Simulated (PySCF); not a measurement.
Gas-phase equilibrium of 1 mol B2O3, 32 mol H2O at 1400 K and 1.00 bar, among 22 species (BH3, BO, O2, B2H6, O, HO2, B3O3H3, H2O, H, HBO2, H2O2, O3, B2O, H2, (HBO2)3, B(OH)3, BH, BH2, B2O2, B2O3, B, OH). Only gases are allowed; each row takes one source of thermochemistry for all species, and Cantera finds the minimum.

Method: PySCF energies (xtb for GFN2) plus ideal-gas RRHO corrections (1 bar). S°(298 K) at PBE0/def2-TZVP differs from the NASA 1993 table for (HBO2)3 (+10 J/mol/K); whether the harmonic model or the table's entry is off was not settled. † marks an energy on the PBE0/def2-TZVP geometry and frequencies; other levels use their own. 6-31G* has spherical d functions here. Open shells (unrestricted) among the columns below: O (multiplicity 3, electronic degeneracy 9), OH (multiplicity 2, electronic degeneracy 4); the rest are closed-shell singlets. GFN2 has no spin-polarisation term. Spin-orbit splitting is ignored; it lowers the true energy and changes the entropy of O, OH. B3LYP is the form with VWN-RPA correlation. The harmonic model lacks anharmonicity and excited electronic states, which grow with temperature; levels with a mode under 35 cm⁻¹ are left out. Internal rotation in (HBO2)3, B(OH)3 is treated as a harmonic vibration of one conformer, which makes the entropy rough.

Molecules larger than those listed are left out. Table species left out: BO2, B2, HBO.

With B3LYP/def2-TZVP† thermochemistry: H2O 0.95, HBO2 0.040, H2 0.00042, O 8.5e-9, OH 3.3e-5, (HBO2)3 0.0040, B(OH)3 0.0096.

Question: How far does the composition move with the other sources (BLYP/def2-TZVP†, GFN2-xTB, HF/6-31G*, ωB97M-V/def2-TZVP†, ωB97X-V/def2-TZVP†)?

Answer: 
| thermochemistry | x H2O | x HBO2 | x H2 | x O | x OH | x (HBO2)3 | x B(OH)3 |
|---|---|---|---|---|---|---|---|
| B3LYP/def2-TZVP† | 0.95 | 0.040 | 0.00042 | 8.5e-9 | 3.3e-5 | 0.0040 | 0.0096 |
| BLYP/def2-TZVP† | 0.94 | 0.058 | 0.00095 | 1.7e-9 | 1.8e-5 | 4.2e-5 | 0.0021 |
| GFN2-xTB | 0.94 | 0.055 | 9.5e-6 | <1e-12 | 6.8e-9 | 3.3e-9 | 5.5e-5 |
| HF/6-31G* | 0.86 | 0.0049 | 0.048 | 0.034 | 0.029 | 0.015 | 0.0100 |
| ωB97M-V/def2-TZVP† | 0.96 | 0.011 | 0.00020 | 6.3e-9 | 1.9e-5 | 0.013 | 0.012 |
| ωB97X-V/def2-TZVP† | 0.96 | 0.0084 | 0.00037 | 4.7e-9 | 2.0e-5 | 0.014 | 0.013 |
The most sensitive of these is O: it spans a factor of 10^10.5 over these rows; at this temperature one factor of ten is RT ln 10 = 27 kJ/mol.
